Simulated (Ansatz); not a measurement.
Isolated molecules relaxed with PBE0-D4/def2-TZVP in Ansatz; ΔE leaves out vibrations. CCSD(T)/CBS is the MP2 limit (def2-TZVPP, def2-QZVPP) plus CCSD(T) − MP2 in def2-TZVPP, frozen cores. This one scheme is used for every species. DFT in def2-TZVPP. Each species was taken in one conformer, which may not be the lowest.

`F[Si](Cl)(O[SiH3])O[SiH3]` + `[CH3][AlH2]` → `[AlH2][CH2][SiH3]` + `O[Si](F)(Cl)O[SiH3]`  (formal exchange of groups at the Si–O bond)

| level | ΔE (kJ/mol) |
| --- | --- |
| PBE0-D4 | 87.1 |
| ωB97X-V | 95.6 |
| ωB97M-V | 94.4 |
| PBE0 | 85.8 |
| HF/def2-TZVPP | 118.2 |
| CCSD/def2-TZVPP | 98.5 |
| CCSD(T)/def2-TZVPP | 95.1 |
| MP2/CBS(def2) | 96.5 |

(1) What does CCSD(T)/CBS give? (An estimate is asked.)

Largest T1 diagnostic among the species: 0.011.

Results:

(1) Computed: +96.0 kJ/mol. The listed levels differ from it by -8.9, -0.4, -1.6, -10.2, 22.2, 2.5, -0.9, 0.5 kJ/mol.

From PBE to PBE0 (25 % exact exchange), in def2-TZVPP and without D4, ΔE moves by +4.9 kJ/mol. In def2-TZVPP, CCSD(T) changes the Hartree–Fock value by −23.0 kJ/mol (the triples alone add −3.4 kJ/mol) and MP2 by −22.5 kJ/mol.
